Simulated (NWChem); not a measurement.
Species: InF2 cation; SMILES [F][In+][F]

```xyz
3

In     0.0000     0.0000     0.0000
F      0.0000     0.0000     1.8756
F      0.0000     0.0000    -1.8756
```
Atoms are numbered in this order, from 1.

All runs use the structure optimised with PBE0/def2-SVP. def2 effective core potentials on In; no spin-orbit coupling.

Problem. List the 6 lowest vertical singlet excitations from CAM-B3LYP/def2-SVP with def2 effective core potentials on In, TDA (NWChem).

Solution. 
```json
[
 {"state": "S1", "energy (eV)": "5.18", "oscillator strength": "0.000", "leading excitation (squared amplitude)": "HOMO → LUMO (0.99)"},
 {"state": "S2", "energy (eV)": "5.18", "oscillator strength": "0.000", "leading excitation (squared amplitude)": "HOMO−1 → LUMO (0.99)"},
 {"state": "S3", "energy (eV)": "5.70", "oscillator strength": "0.024", "leading excitation (squared amplitude)": "HOMO−2 → LUMO (0.98)"},
 {"state": "S4", "energy (eV)": "5.70", "oscillator strength": "0.024", "leading excitation (squared amplitude)": "HOMO−3 → LUMO (0.98)"},
 {"state": "S5", "energy (eV)": "7.55", "oscillator strength": "0.133", "leading excitation (squared amplitude)": "HOMO−4 → LUMO (0.58)"},
 {"state": "S6", "energy (eV)": "8.14", "oscillator strength": "0.000", "leading excitation (squared amplitude)": "HOMO−5 → LUMO (0.65)"}
]
```
